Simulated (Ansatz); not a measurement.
A nudged elastic band was laid between two geometries of a periodic cell of 14 atoms, Al$_{12}$HC (surface Al(111), adsorbate CH).

Computed with Ansatz 0.2.0, DFT PBE, scalar-relativistic, plane waves, PAW. Settings: cutoff 420 eV, k mesh 3x3x1, fermi-dirac smearing 0.15 eV, no spin polarisation.

* movable images: 5
* climbing image: yes
* spring: 5.0 eV/Å²
* optimiser: quadratic models (default)
* start path: IDPP
* force threshold: 0.05 eV/Å
* iteration limit: 60
* end points: relaxed
* atoms held: 1 to 4

Initial state:

```xyz
14
Lattice="5.7276 0.0000 0.0000 2.8638 4.9602 0.0000 0.0000 0.0000 17.6765" Properties=species:S:1:pos:R:3
Al 1.432 0.827 1.000
Al 4.296 0.827 1.000
Al 2.864 3.307 1.000
Al 5.728 3.307 1.000
Al 0.000 1.651 3.324
Al 2.863 1.653 3.320
Al 1.437 4.137 3.325
Al 4.293 4.135 3.325
Al 0.003 0.002 5.570
Al 2.866 0.093 5.740
Al 1.513 2.436 5.740
Al 4.218 2.436 5.741
C 5.729 3.308 6.671
H 5.733 3.310 7.771
```

Final state:

```xyz
14
Lattice="5.7276 0.0000 0.0000 2.8638 4.9602 0.0000 0.0000 0.0000 17.6765" Properties=species:S:1:pos:R:3
Al 1.432 0.827 1.000
Al 4.296 0.827 1.000
Al 2.864 3.307 1.000
Al 5.728 3.307 1.000
Al -0.002 1.655 3.325
Al 2.869 1.657 3.325
Al 1.431 4.134 3.320
Al 4.295 4.131 3.324
Al -0.078 -0.044 5.741
Al 2.945 -0.044 5.740
Al 1.434 2.573 5.740
Al 4.299 2.482 5.570
C 7.161 0.828 6.671
H 7.165 0.830 7.771
```

Question: Which bonds break or form, and what moves?

Answer: Contacts lost: Al12–C13. Contacts made: Al9–C13. The atom that moves furthest is C13, by 2.86 Å.

Question: Give the energies along the band, and the barrier.

Answer: The run converged. The highest image is number 1 of 0 to 6, 0.48 eV above the ends, which have the same energy within 2 meV. The profile has 2 maxima (images 1, 4) with wells between them (image 3): this band takes more than one step, which may be the mechanism or a detour left from its start path. By the program's own check the climbing image is of a kind that is not told: the force calls were inconclusive, a negative curvature could not be distinguished from the path's own, the only one lies far off the path, or fixed occupations may fill a level only in part (lowest curvatures found: -2.36 and 0.15 eV/Å²). Limits of this set-up: coarse k mesh, thin slab, slab without dipole correction, odd electron count without spin.

```csv
image,path coordinate (Å),energy (eV),Al12–C13 (Å),Al9–C13 (Å)
0,0.00,0.00,1.98,3.48
1,1.18,0.48,1.93,2.47
2,2.03,0.11,1.97,2.01
3,2.87,0.06,1.99,1.98
4,3.72,0.29,2.14,1.94
5,4.56,0.28,2.96,1.94
6,5.41,0.00,3.48,1.98
```

Question: What is the geometry of the highest image?

Answer: 
```xyz
14
Lattice="5.7276 0.0000 0.0000 2.8638 4.9602 0.0000 0.0000 0.0000 17.6765" Properties=species:S:1:pos:R:3
Al 1.432 0.827 1.000
Al 4.296 0.827 1.000
Al 2.864 3.307 1.000
Al 5.728 3.307 1.000
Al 0.000 1.674 3.252
Al 2.863 1.673 3.291
Al 1.424 4.202 3.358
Al 4.303 4.202 3.358
Al 0.001 0.242 5.737
Al 2.864 -0.098 5.758
Al 1.637 2.577 5.599
Al 4.092 2.573 5.598
C 5.729 2.548 6.615
H 5.727 2.560 7.715
```

The band took 20 iterations and roughly 30 core-minutes.

Time of the run: 31 min on 1 thread of Arm Neoverse V1, with other jobs on the host, peak memory 0.77 GiB.
